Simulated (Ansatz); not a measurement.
Consider the ligand exchange at the Si–O bond: `[SiH3]N[SiH2]O[SiH3]` + `BN` → `BN[SiH3]` + `O[SiH2]N[SiH3]`.

Calculated with Ansatz (gas phase, PBE0-D4/def2-TZVP geometries, no zero-point term in ΔE). CCSD(T)/CBS is the MP2 limit (def2-TZVPP, def2-QZVPP) plus CCSD(T) − MP2 in def2-TZVPP, frozen cores. This one scheme is used for every species. DFT in def2-TZVPP. B3LYP here is the variant with VWN-RPA as its local correlation; programs differ in this. One conformer a species, not always the lowest.

```csv
level,ΔE (kJ/mol)
PBE0-D4,66.3
B3LYP-D4,72.7
ωB97M-V,68.0
r2SCAN,67.6
PBE0,63.1
B3LYP,67.9
MP2/def2-TZVPP,67.0
HF/CBS(def2),76.9
```

(1) What does CCSD(T)/CBS give? (Best estimate.)

Largest T1 diagnostic among the species: 0.012.

Answers

(1) Ansatz gave: +67.4 kJ/mol. The listed levels differ from it by -1.1, 5.3, 0.6, 0.2, -4.3, 0.5, -0.4, 9.5 kJ/mol.

The D4 term adds +4.8 kJ/mol with B3LYP and +3.2 kJ/mol with PBE0; it sums over pairs of atoms, weighted by their polarisabilities, and B3LYP, whose exchange is more repulsive, gets the larger term. In def2-TZVPP, CCSD(T) changes the Hartree–Fock value by −8.1 kJ/mol (the triples alone add −1.2 kJ/mol) and MP2 by −8.5 kJ/mol.
